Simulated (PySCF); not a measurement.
Trends in electronic spectra. The calculation used PySCF, TDDFT CAM-B3LYP/def2-SVPD, vertical, gas phase, core orbitals frozen in the response. Geometries: PBE0-D3(BJ)/def2-SVP; one conformer of each isolated species. Triplets are in the Tamm–Dancoff approximation. Atoms past krypton carry core potentials; spin–orbit coupling is left out.

Question: Rank by computed lowest triplet energy, highest first.
A. `[GeH3][Te][GeH3]`
B. `[CH](=C)[AlH2-][NH3+]`
C. `[CH3][GeH2][C@H](C)[SiH3]`
D. `CC(C)[SiH2][GeH3]`
E. `Pc1ccccc1`
F. `Fc1cn[nH]c1`
G. `CCS(C)(=O)=O`
H. `ClC[SiH]1[SiH2][SiH2][SiH2]1`

Answer: G (7.36 eV), C (7.15 eV), D (6.41 eV), H (4.78 eV), F (4.56 eV), B (4.18 eV), E (3.92 eV), A (3.60 eV).

```csv
SMILES,T1 (eV),S1 (eV),first f ≥ 0.01 (nm),f (S1),HOMO (eV),S1 mainly
CCS(C)(=O)=O,7.36,7.56,164,0.016,-9.76,H→L (86%)
[CH3][GeH2][C@H](C)[SiH3],7.15,7.43,160,0.002,-9.25,H→L (71%)
CC(C)[SiH2][GeH3],6.41,7.12,174,0.029,-9.05,H→L+1 (69%)
ClC[SiH]1[SiH2][SiH2][SiH2]1,4.78,5.10,197,0.002,-8.57,H→L (90%)
Fc1cn[nH]c1,4.56,6.56,189,0.098,-8.58,H→L (84%)
C=[CH][AlH2-][NH3+],4.18,5.69,200,0.008,-8.55,H→L (24%)
Pc1ccccc1,3.92,5.17,221,0.000,-7.89,H→L+1 (68%)
[GeH3][Te][GeH3],3.60,3.96,275,0.000,-7.51,H→L (94%)
```

H and L stand for HOMO and LUMO.
